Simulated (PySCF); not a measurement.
Vertical excitations of a molecule C4H8S from TDA-LC-ωPBE/def2-SVPD in PySCF, as energy in eV (oscillator strength): 5.33 (0.000), 6.66 (0.042), 6.91 (0.002), 7.31 (0.045), 7.78 (0.001), 8.32 (0.005), 8.54 (0.093), 8.63 (0.033), 8.67 (0.003), 9.02 (0.077). Lowest triplet (TDA): 4.75 eV. Coordinates come from a B3LYP-D3(BJ)/def2-SVP optimisation. The values are those of a single conformer.

Q: Which molecule gave these data?
A. C=CCCS
B. SC1CCC1
C. C1CCSC1
D. CC1CSC1

A: C, C1CCSC1
